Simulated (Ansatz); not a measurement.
Ga₄P₄H₁₄, a cluster cut from wurtzite GaP (hydrogen-capped), relaxed as a singlet with RKS PBE-D4/def2-SVP in Ansatz, starting from the GFN2-xTB geometry. Force threshold 0.03 eV/Å.

Start:

```xyz
22

Ga    2.702   -0.313   -0.151
P     1.039   -1.460   -1.647
Ga   -0.201   -0.386    2.687
P     1.162    0.928    1.211
P    -1.648   -1.515    0.969
Ga   -1.339   -1.070   -1.392
Ga    0.021    2.713    0.086
P    -1.437    1.350   -1.441
H     3.368   -1.481    0.628
H     3.502    0.607   -1.116
H     1.190   -2.838   -1.668
H     1.302   -1.275   -2.996
H     0.592   -1.558    3.330
H    -1.197    0.488    3.500
H     1.998    1.608    2.086
H    -1.643   -2.896    1.090
H    -3.005   -1.362    1.208
H    -2.280   -1.832   -2.382
H     0.954    3.483   -0.891
H    -0.994    3.436    1.015
H    -1.304    1.701   -2.775
H    -2.782    1.673   -1.348
```

Estimate the energy that the relaxation releases and the steps that it takes.

5.1 kcal/mol, in 4 steps; 12 s on 2 threads of AMD EPYC 7R13 on a shared host and a share (18 GiB) of an NVIDIA H100 80GB HBM3. No frequencies were taken in this run, so the end may be a saddle point.

Does the start keep its bonding and symmetry?

By distances, no bond broke or formed. The bond that changes most is P4–H15, from 1.39 to 1.43 Å (atoms count from 1). Point group Cs at the start, C3v at the end, both within 0.05 Å.

Predict the relaxed structure.


```xyz
22

Ga    2.6893   -0.3168   -0.1568
P     1.0182   -1.4331   -1.6150
Ga   -0.2052   -0.3898    2.6770
P     1.1455    0.9187    1.1941
P    -1.6100   -1.4875    0.9489
Ga   -1.3314   -1.0671   -1.3861
Ga    0.0134    2.7116    0.0809
P    -1.4032    1.3207   -1.4104
H     3.3348   -1.5149    0.6433
H     3.4714    0.6251   -1.1536
H     1.1715   -2.8547   -1.6095
H     1.2923   -1.2166   -3.0015
H     0.6098   -1.5901    3.2995
H    -1.2343    0.5069    3.4702
H     2.0129    1.6142    2.0981
H    -1.5879   -2.9119    1.0717
H    -3.0054   -1.2961    1.1950
H    -2.2830   -1.8307   -2.3780
H     0.9682    3.4675   -0.9237
H    -1.0352    3.4151    1.0284
H    -1.2425    1.6799   -2.7850
H    -2.7892    1.6496   -1.2876
```
Bond lengths (bridged metal pairs left out): 9 × Ga–P 2.39 to 2.48 Å; 7 × Ga–H 1.57 to 1.58 Å; 7 × H–P 1.43 Å.
